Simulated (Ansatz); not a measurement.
Basis sets compared for the cluster Cu₂Br⁺ (the lowest singlet isomer of a short search). Total charge 1; singlet. Geometry PBE0-D4/def2-TZVP. Ansatz on 4 threads of Arm Neoverse V2 on a shared host; times are rough, and most runs start from earlier orbitals.

| atom | x (Å) | y (Å) | z (Å) |
| --- | --- | --- | --- |
| Cu1 | -0.929 | 1.601 | -0.332 |
| Cu2 | 0.512 | -1.747 | -0.473 |
| Br3 | 0.418 | 0.146 | 0.805 |

The structure comes from a short search, and lower isomers may exist.

```csv
level,functions,energy (Eh),HOMO (eV),LUMO (eV),wall time
PBE-D4/def2-SVP,94,-5853.3196,-10.27,-8.18,0.9 s
PBE0-D4/def2-SVP,94,-5853.4353,-12.07,-7.10,1.3 s
```

Estimate the rows for PBE-D4/def2-TZVP, PBE0-D4/def2-TZVP.


| level | functions | energy (Eh) | HOMO (eV) | LUMO (eV) | wall time |
| --- | --- | --- | --- | --- | --- |
| PBE-D4/def2-TZVP | 138 | -5854.1342 | -10.98 | -8.63 | 1.2 s |
| PBE0-D4/def2-TZVP | 138 | -5854.2298 | -12.53 | -7.45 | 2.1 s |
